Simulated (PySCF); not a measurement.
B3LYP has the VWN-RPA correlation part, as in Gaussian. 

Cartesian coordinates (Å):
SMILES: [NH][SiH3]
```xyz
6

N      1.2707    -0.2888    -0.4058
Si    -0.4241    -0.0465    -0.0301
H      1.8828     0.2302     0.2283
H     -0.7075    -0.3141     1.4093
H     -1.2414    -0.9513    -0.8717
H     -0.7805     1.3706    -0.3300
```
Charge 0, spin multiplicity 2.

Problem. Give the dipole moment, total energy and highest occupied spin orbital at the level B3LYP-D3(BJ)/def2-TZVP // PBE0-D4/def2-TZVP in PySCF.

Solution. 
The dipole moment is 0.298 e·Å and the total energy is -346.6505 Ha. The highest occupied spin orbital is -7.79 eV.
